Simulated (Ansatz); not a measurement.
# Match the barriers

Saddle point of SiNH₄F₃, closed shell (SiHF₃ ([F][SiH]([F])[F]) + NH₃ → SiNH₃F₂ ([NH2][SiH]([F])[F]) + HF; bonds formed: F2–H6; dative contacts that become bonds: Si1–N7; bonds broken: Si1–F2, H6–N7), PBE0-D4/def2-TZVP structure:

```xyz
9
angstrom
Si -0.6600 0.4744 0.0061
F -0.7594 -1.6307 0.0894
F -1.2649 0.3326 -1.4481
F -0.2994 2.0425 0.0373
H -1.5038 0.3494 1.1926
H 0.3554 -1.3000 0.0531
N 1.0111 -0.2307 0.0273
H 1.5548 -0.0269 -0.8035
H 1.5660 -0.0105 0.8456
```

Ansatz 0.2.0; basis: def2-TZVPP, with def2-QZVPP for the basis limit; cores frozen in the correlated methods. B3LYP uses VWN-RPA correlation. Extrapolation: Hartree–Fock as exp(−7.88 √X), correlation as X^−2.97. Four methods, as single points on the PBE0-D4 structures, gave these electronic barriers from the start structure: 1.250, 1.343, 1.432, 1.766 eV.

(1) The methods were, in alphabetical order, B3LYP-D4, BLYP-D4, CCSD(T), HF. Which gave which? (A judgement: the text doesn't fix the answer.)

The T1 diagnostic stays at or below 0.012.

Answers

(1) Computed: BLYP-D4 1.250; B3LYP-D4 1.343; CCSD(T) 1.432; HF 1.766 eV. For comparison, CCSD(T) at an estimated basis limit (MP2 extrapolated from triple and quadruple zeta, plus CCSD(T) − MP2 in triple zeta) gives 1.436 eV.

The step is the kind of exchange with an N–H group that builds nitride films in atomic layer and chemical vapour deposition.

Labels in which every atom is bracketed show which atoms are joined, not bond orders.

For scale, one of the runs: CCSD(T)/def2-TZVPP, 222 basis functions, launched by `ansatz run in.yaml --threads 4 --pin off --events-out ev --progress --plain --max-ram 9574MiB`. Time: 110 s of wall clock on 4 CPU threads of an Arm Neoverse V2; the host was shared. Peak host memory: 3.8 GiB.
